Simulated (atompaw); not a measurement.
Which change was made? (Rh, PAW (atompaw))

* Element: rhodium
* Generator: atompaw 4.2.0.5
* Type: PAW
* Functional: PBE
* Relativity: scalar-relativistic
* Frozen core: [Ar] 3d10
* Valence charge: 17
* Reference configuration: 4s2 4p6 4d7 5s2 5p0
* Partial waves: 4s (bound): rc 1.60 bohr; 5s (bound): rc 2.20 bohr; 4p (bound): rc 1.80 bohr; 5p (bound, empty): rc 1.85 bohr; 4d (bound): rc 2.20 bohr; 4d channel at 0.05 Ry: rc 2.20 bohr
* Local potential: troulliermartins scheme with l = 3 at 0 Ry, radius 2.00 bohr
* Core correction: smooth core density matched at 2.05 bohr
* Augmentation charge: besselshape compensation charge, radius 2.00 bohr; PAW radius 2.20 bohr; waves and projectors: custom rrkj vanderbiltortho

Cutoffs, loose and tight: the cutoffs (Ry, on a coarse ladder) from which the occupation-weighted sum of valence levels, in a spherical-Bessel basis at the reference potential, stays within 10 and 1 mRy of its value at 400 Ry. They see the waves, projectors and local potential, not the compensation charge or the core.

The base gives: outcome: generated; cutoff, loose: 30 Ry; cutoff, tight: 50 Ry; bound ghosts: d.

(1) After one change the result is: outcome: generated; cutoff, loose: 40 Ry; cutoff, tight: 55 Ry; bound ghosts: d. Which change was it?
A. augmentation besselshape compensation charge, radius 2.00 bohr; PAW radius 2.20 bohr; waves and projectors: custom polynom gramschmidtortho
B. wave 4d channel at 0.05 Ry: rc 2.20 bohr becomes 4d channel at -0.49 Ry: rc 2.20 bohr
C. all radii scaled by about 0.94 (s 1.50, p 1.68, d 2.06 bohr); local potential troulliermartins scheme with l = 3 at 0 Ry, radius 1.88 bohr; augmentation besselshape compensation charge, radius 1.88 bohr; PAW radius 2.06 bohr; waves and projectors: custom rrkj vanderbiltortho; core correction smooth core density matched at 1.92 bohr

Answers

(1) C. The others give: wave 4d channel at 0.05 Ry: rc 2.20 bohr becomes 4d channel at -0.49 Ry: rc 2.20 bohr → outcome: generated; cutoff, loose: 30 Ry; cutoff, tight: 45 Ry; bound ghosts: none | augmentation besselshape compensation charge, radius 2.00 bohr; PAW radius 2.20 bohr; waves and projectors: custom polynom gramschmidtortho → outcome: generated; cutoff, loose: 35 Ry; cutoff, tight: 55 Ry; bound ghosts: none.
